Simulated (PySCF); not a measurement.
**Polarisability and C₆ of I²⁺ (iodine, charge +2)**

[Kr] 4d10 5s2 5p3, high-spin 4S determinant. Computed with PySCF 2.14 in aug-cc-pV5Z-PP with ECP28MDF (8s8p6d4f3g2h, 139 functions), with scalar relativity through the core potential. Coupled (time-dependent) response in atomic units; α is the mean over directions.

```
   method  mean α (bohr³)  C₆ (like pair)  S(−4)
     PBE0           13.72           94.50  36.49
BHandHLYP           13.66           93.71  36.28
```

S(−4) is the Cauchy moment in α(ω) = α(0) + S(−4) ω² + …

α(iu) at PBE0:

| u (hartree) | α(iu) (bohr³) |
| --- | --- |
| 0 | 13.72 |
| 0.0500 | 13.63 |
| 0.100 | 13.37 |
| 0.200 | 12.42 |
| 0.300 | 11.13 |
| 0.500 | 8.454 |
| 0.750 | 5.914 |
| 1.00 | 4.296 |
| 1.50 | 2.593 |
| 2.00 | 1.782 |
| 3.00 | 1.036 |
| 5.00 | 0.4965 |

A single London oscillator, α(iu) = α/(1 + u²/ω²), gives C₆ = (3/4) ω α². Matching the computed C₆ needs ω = 4 × 94.50 / (3 × 13.72²) = 0.669 hartree.

For an ion, C₆ is the dispersion term alone; charge-induced terms of lower order in 1/R come first.

Energies and moments cover only the electrons outside the core potential.
